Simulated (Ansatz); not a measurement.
Cartesian coordinates in Å:
```
B 1.6541 1.3086 1.6189
Si 1.4569 0.8162 -0.3157
O 0.3821 -0.3900 -0.6475
C -0.9894 -0.2825 -0.3234
C -1.6772 -1.5926 -0.6150
H 0.9489 0.9011 2.4954
H 2.5181 2.0770 1.9315
H 2.7545 0.3545 -0.8766
H 1.0594 2.0762 -1.0270
H -1.4470 0.5257 -0.9106
H -1.1081 -0.0212 0.7377
H -1.5716 -1.8520 -1.6702
H -2.7418 -1.5256 -0.3783
H -1.2388 -2.3956 -0.0191
```

Charge 0, multiplicity 1.

Q: List the CAM-B3LYP/def2-TZVPP orbital energies in eV (the Gaussian-basis code of Ansatz). (An estimate is asked.)

A: Computed: Occupied: -1800.95, -522.26, -280.24, -278.51, -186.04, -145.49, -100.85, -100.81, -100.79, -29.80, -22.73, -18.99, -17.27, -15.64, -14.96, -13.89, -13.45, -12.28, -12.10, -11.49, -11.08, -10.56, -10.01, -9.02. Lowest empty: -1.28, 1.56, 2.24, 2.40, 2.72, 3.33, 3.38, 3.60.
